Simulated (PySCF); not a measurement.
## How methods differ on the ionisation energy of Cl+

Cl+ [Ne] 3s2 3p4 (3P) → Cl(2+) [Ne] 3s2 3p3 (4S), as a difference of total energies. Calculation: PySCF 2.14, in x2c-QZVPPall with one added diffuse shell each of s, p, d, f type (10s7p5d3f1g, 86 functions); scalar relativity by spin-free X2C-1e. Correlated levels: valence and next inner shell: 1s2 frozen. The calculations carry no spin-orbit coupling.

```csv
method,ionisation energy (eV),error (eV)
UHF,22.578,-1.193
MP2 (valence and next inner shell),23.485,-0.286
SCS-MP2 (valence and next inner shell),23.586,-0.185
CCSD (valence and next inner shell),23.607,-0.164
CCSD(T) (valence and next inner shell),23.646,-0.125
```

Reference: 23.771 eV (measured; NIST levels, between the centres of gravity of the two terms).

Errors of the correlated levels include the incompleteness of this basis and the frozen core.
